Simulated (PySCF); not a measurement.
**S (sulfur, neutral) across methods**

[Ne] 3s2 3p4, high-spin 3P determinant. Calculation: PySCF 2.14, in x2c-TZVPPall (5s5p3d1f, 42 functions); scalar relativity by spin-free X2C-1e.

```csv
method,E (hartree),mean ε 3s β (eV),mean ε 3p α (eV),mean ε 3p β (eV),Σ⟨r²⟩ (bohr²),⟨S²⟩
PBE0,-399.0640,-17.480,-9.020,-7.331,28.67,2.005
PBE,-399.0316,-15.831,-7.588,-6.029,28.74,2.004
r2SCANh,-399.1716,-16.597,-8.564,-6.813,28.70,2.007
wB97X-V,-399.1403,-20.329,-11.362,-9.792,28.72,2.003
UHF,-398.58444,-21.153,-12.532,-10.276,28.91,2.012
r2SCAN,-399.1723,-15.978,-8.055,-6.335,28.70,2.007
LDA,-397.8033,-16.067,-7.639,-6.051,28.90,2.002
revPBE,-399.1357,-15.746,-7.564,-6.010,28.69,2.004
B97-3,-399.1537,-17.715,-8.971,-7.398,28.71,2.004
```
